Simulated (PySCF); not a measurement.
H2Sb, SMILES [SbH2+] (connectivity only; charge and spin as stated), charge +1, multiplicity 1.

Coordinates come from a B3LYP-D3(BJ)/def2-TZVPD optimisation. The def2 effective core potentials stand for the cores of Sb; spin–orbit coupling is left out.

Computed with C-PCM-PBE0/def2-TZVPD run with PySCF.

The values are the electrostatic part of the solvation free energy, E(continuum) − E(gas) at the gas-phase geometry, in a cavity of scaled van der Waals radii (PySCF's table); cavitation and dispersion terms are not included. A continuum can't describe solvent molecules that bind to the metal. In vacuum the orbital gap is 3.98 eV.

**Question.** Estimate the values in water (ε = 78.36), methanol (ε = 32.61), ethylethanoate (ε = 5.99). (An estimate is asked for; the answer gives what the named calculation found.)

**Answer.** 
```
solvent             ε  ΔG(elec) (kcal/mol)  gap (eV)
--------------  -----  -------------------  --------
water           78.36                -68.2      4.16
methanol        32.61                -67.0      4.15
ethylethanoate   5.99                -57.5      4.13
```
